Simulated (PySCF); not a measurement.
Isomers of C6H12Si, from PBE0-D3(BJ)/def2-SVP geometry optimisation, gas phase in PySCF 2.14.0. One conformer each, no zero-point energy, no frequencies.

Task: Which isomer lies lowest at this level?
A. `[CH2:1]=[CH:2][SiH:3]1[CH2:4][CH2:5][CH2:6][CH2:7]1` with C1–C2–Si3–C4 -50°, C2–Si3–C4–C5 106°, Si3–C4–C5–C6 37°, C4–C5–C6–C7 -50°, C5–C6–C7–Si3 37°: A = 3495, B = 1516, C = 1436 MHz, dipole 0.56 D
B. Si(vinyl)2Me2 (`C=C[Si](C)(C)C=C`): A = 2090, B = 1825, C = 1421 MHz, dipole 0.07 D
C. `[CH2:1]=[C:2]([CH3:3])[CH:4]1[CH2:5][SiH2:6][CH2:7]1` with C1–C2–C4–C5 3°, C2–C4–C5–Si6 151°, C4–C5–Si6–C7 -20°, C5–Si6–C7–C4 19°, C2–C4–C7–Si6 -153°: A = 4550, B = 1347, C = 1121 MHz, dipole 0.46 D
D. `C#C[SiH2]C(C)(C)C`: A = 3412, B = 1364, C = 1258 MHz, dipole 0.82 D

Result: A. That is `[SiH]1(CCCC1)C=C`, 10.6 kcal/mol below the next.

```tsv
SMILES	mapped SMILES	E (Eh)	relative (kcal/mol)	relative (kJ/mol)	dipole (D)
C=C[SiH]1CCCC1	[CH2:1]=[CH:2][SiH:3]1[CH2:4][CH2:5][CH2:6][CH2:7]1	-524.68816	0.0	0.0	0.56
C=C[Si](C)(C)C=C	–	-524.67129	10.6	44.3	0.07
C=C(C)C1C[SiH2]C1	[CH2:1]=[C:2]([CH3:3])[CH:4]1[CH2:5][SiH2:6][CH2:7]1	-524.66040	17.4	72.9	0.46
C#C[SiH2]C(C)(C)C	[CH:1]#[C:2][SiH2:3][C:4]([CH3:5])([CH3:6])[CH3:7]	-524.63562	33.0	137.9	0.82
```

As drawn, the lowest has a C=C bond outside aromatic rings, which the highest lacks; the highest has a C≡C bond, which the lowest lacks.
